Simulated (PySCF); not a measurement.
# Cl⁺ (chlorine, charge +1) across methods

[Ne] 3s2 3p4, high-spin 3P determinant. Computed with PySCF 2.14 in def2-TZVPPD (6s6p4d1f, 51 functions), with the non-relativistic Hamiltonian (point nucleus). The B2PLYP total includes its PT2 part (frozen core); its orbital energies are those of the SCF part.

```csv
method,E (hartree),mean ε 3s β (eV),mean ε 3p α (eV),mean ε 3p β (eV),Σ⟨r²⟩ (bohr²),⟨S²⟩
UHF,-459.04458,-36.606,-26.352,-23.638,20.70,2.011
r2SCAN,-459.6390,-30.561,-20.879,-18.723,20.54,2.006
MN15,-459.5712,-32.662,-22.718,-20.817,20.46,2.003
PBE,-459.4824,-30.379,-20.320,-18.372,20.61,2.003
B2PLYP,-459.5492,-34.008,-23.558,-21.328,20.65,2.006
PBE0,-459.5217,-32.277,-22.046,-19.949,20.56,2.004
M06,-459.6534,-32.224,-21.717,-19.649,20.44,2.003
LDA,-458.1653,-30.583,-20.323,-18.342,20.67,2.002
```

(1) Estimate the same row for PBEsol.

## Answers

(1) E (hartree) = -458.7935; mean ε 3s β (eV) = -30.326; mean ε 3p α (eV) = -20.259; mean ε 3p β (eV) = -18.262; Σ⟨r²⟩ (bohr²) = 20.62; ⟨S²⟩ = 2.003.
